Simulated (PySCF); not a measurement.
Job file and geometry (Å, from GFN2-xTB) of an NMR shielding run on `NCC#CC[Si@@H]1C[C@H]1F`, C6H10FNSi, GIAO PBE0/pcSseg-1 NMR shielding, non-relativistic, gas phase in PySCF; density fitting, a coarse starting grid and PySCF grid level 2 are the driver's defaults:

```
$ OMP_NUM_THREADS=1 python probes_run.py task.json out

{"job": {"kind": "nmr", "xc": "PBE0", "basis": "pcSseg-1"}, "charge": 0, "multiplicity": 1}
N      2.178619     0.304827    -2.128618
C      2.720487    -0.171795    -0.861183
C      1.700704    -0.603509     0.087498
C      0.770856    -0.930579     0.771756
C     -0.325051    -1.328183     1.627315
Si    -1.891142    -0.315354     1.241548
C     -2.092665     0.399426    -0.493960
C     -1.638293     1.431265     0.547242
F     -2.554383     2.422139     0.813127
H      1.565130     1.097937    -1.970791
H      1.629081    -0.425503    -2.570121
H      3.395936    -1.007206    -1.076086
H      3.308164     0.640382    -0.419769
H     -0.035943    -1.190751     2.671445
H     -0.527548    -2.391608     1.483985
H     -3.075647    -0.585822     2.035355
H     -3.085081     0.576504    -0.883713
H     -1.385126     0.190875    -1.284534
H     -0.667902     1.896206     0.402042
```

Question: What does the program print?

Answer: 
```
coarse grid: 16488 points
cycle   1  E = -677.8636058385  dE =  1.146e+00  |g| = 6.313e-01  |ddm| = 4.352e+00
cycle   2  E = -677.8327393187  dE =  3.087e-02  |g| = 7.719e-01  |ddm| = 1.424e+00
cycle   3  E = -677.9499340839  dE = -1.172e-01  |g| = 8.808e-02  |ddm| = 8.137e-01
cycle   4  E = -677.9509185103  dE = -9.844e-04  |g| = 5.109e-02  |ddm| = 1.205e-01
cycle   5  E = -677.9514588991  dE = -5.404e-04  |g| = 2.110e-02  |ddm| = 5.298e-02
cycle   6  E = -677.9515608123  dE = -1.019e-04  |g| = 4.866e-03  |ddm| = 2.107e-02
cycle   7  E = -677.9515662229  dE = -5.411e-06  |g| = 8.695e-04  |ddm| = 8.225e-03
final grid: 155496 points
cycle   8  E = -678.0091856843  dE = -4.100e-05  |g| = 9.706e-03  |ddm| = 4.897e-02
cycle   9  E = -678.0091688620  dE =  1.682e-05  |g| = 1.315e-02  |ddm| = 2.119e-02
cycle  10  E = -678.0092080199  dE = -3.916e-05  |g| = 1.316e-03  |ddm| = 1.193e-02
cycle  11  E = -678.0092083627  dE = -3.428e-07  |g| = 3.418e-04  |ddm| = 1.340e-03
cycle  12  E = -678.0092083784  dE = -1.564e-08  |g| = 2.039e-04  |ddm| = 3.854e-04
cycle  13  E = -678.0092083878  dE = -9.398e-09  |g| = 5.256e-05  |ddm| = 2.020e-04
cycle  14  E = -678.0092083884  dE = -6.316e-10  |g| = 1.289e-05  |ddm| = 5.539e-05
converged SCF energy = -678.0092083884

GIAO shielding tensors (ppm)
atom      isotropic    diamagn.    paramagn.     s11        s22        s33       span
  0 N      218.415     321.440    -103.025    199.512    213.143    242.590     43.078
  1 C      151.056     248.357     -97.301    128.376    153.789    171.004     42.629
  2 C       96.363     271.700    -175.337     -3.017     13.657    278.449    281.465
  3 C      104.089     266.665    -162.577     26.673     33.178    252.415    225.741
  4 C      186.596     254.916     -68.320    173.074    179.186    207.526     34.452
  5 Si     462.624     881.361    -418.737    336.325    380.214    671.334    335.009
  6 C      180.539     256.349     -75.810    148.582    183.881    209.153     60.571
  7 C      108.206     253.104    -144.898     41.482     80.892    202.244    160.762
  8 F      426.250     468.544     -42.294    378.035    420.032    480.683    102.648
  9 H       30.974      35.871      -4.897     26.141     28.532     38.249     12.108
 10 H       30.939      34.744      -3.805     26.469     28.310     38.038     11.569
 11 H       28.243      28.272      -0.029     22.223     27.866     34.640     12.417
 12 H       28.245      29.475      -1.230     22.768     27.861     34.106     11.338
 13 H       29.613      28.845       0.769     24.314     27.659     36.867     12.553
 14 H       29.775      29.272       0.503     24.358     27.860     37.107     12.748
 15 H       28.106      28.825      -0.719     22.743     25.837     35.739     12.996
 16 H       30.642      29.981       0.661     26.177     26.825     38.923     12.746
 17 H       30.356      34.941      -4.584     24.840     27.903     38.326     13.487
 18 H       26.103      33.665      -7.562     21.291     25.713     31.305     10.014
```

Question: Turn these shieldings into chemical shifts. References, each an isolated molecule treated in the same way: $^{15}$N (267.73 ppm) against NH3; TMS for $^{13}$C (186.93 ppm) and $^{29}$Si (349.16 ppm) and $^{1}$H (31.72 ppm); CFCl3 for $^{19}$F (170.95 ppm).

Answer: Averaging equivalent atoms: N 0: 49.3; C 2: 90.6; C 3: 82.8; C 7: 78.7; C 1: 35.9; C 6: 6.4; C 4: 0.3; Si 5: -113.5; F 8: -255.3; H 18: 5.61; H 15: 3.61; H 11: 3.47; H 12: 3.47; H 13: 2.10; H 14: 1.94; H 17: 1.36; H 16: 1.08; H 9/10: 0.76 ppm. Unscaled 19F shifts against computed CFCl3 carry errors that often reach 10 to 50 ppm. Experimental scales use liquid or dissolved standards, which lie at an offset from isolated NH3 (liquid NH3: subtract about 20 ppm).

Size and cost of the density-fitted run: 210 basis functions, 71 s wall time on 1 thread of an Arm Neoverse N1, shared host; peak memory 0.94 GiB.
